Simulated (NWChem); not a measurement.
Molecule: MoO2ClF; SMILES [O]=[Mo]([Cl])(=[O])[F]

```xyz
5

Mo     0.0302     0.2428     0.0000
O      0.8993     0.7288    -1.3278
O      0.8993     0.7288     1.3278
F     -1.6218     1.0448     0.0000
Cl    -0.1305    -2.0094     0.0000
```
Atoms are numbered in this order, from 1.

Level: PBE0/def2-SVP with def2 effective core potentials on Mo (NWChem), optimised geometry, unscaled harmonic frequencies. def2 effective core potentials on Mo; no spin-orbit coupling.

List the harmonic frequencies with IR intensities, and the thermochemistry.


```json
[
 {"frequency (cm⁻¹)": "150", "IR intensity (km/mol)": "3.9"},
 {"frequency (cm⁻¹)": "193", "IR intensity (km/mol)": "5.6"},
 {"frequency (cm⁻¹)": "242", "IR intensity (km/mol)": "4.6"},
 {"frequency (cm⁻¹)": "257", "IR intensity (km/mol)": "10.1"},
 {"frequency (cm⁻¹)": "367", "IR intensity (km/mol)": "6.0"},
 {"frequency (cm⁻¹)": "452", "IR intensity (km/mol)": "62.2"},
 {"frequency (cm⁻¹)": "731", "IR intensity (km/mol)": "122.1"},
 {"frequency (cm⁻¹)": "1065", "IR intensity (km/mol)": "201.3"},
 {"frequency (cm⁻¹)": "1093", "IR intensity (km/mol)": "106.6"}
]
```

```yaml
zero_point_energy: 6.5 kcal/mol
thermal correction to the enthalpy at 298.15 K (with zero-point energy): 10.7 kcal/mol
heat capacity Cv: 17.5 cal/(mol K)
entropy at 298.15 K and 1 atm (symmetry number 1): 79.6 cal/(mol K)
```

Rigid rotor and harmonic oscillator.
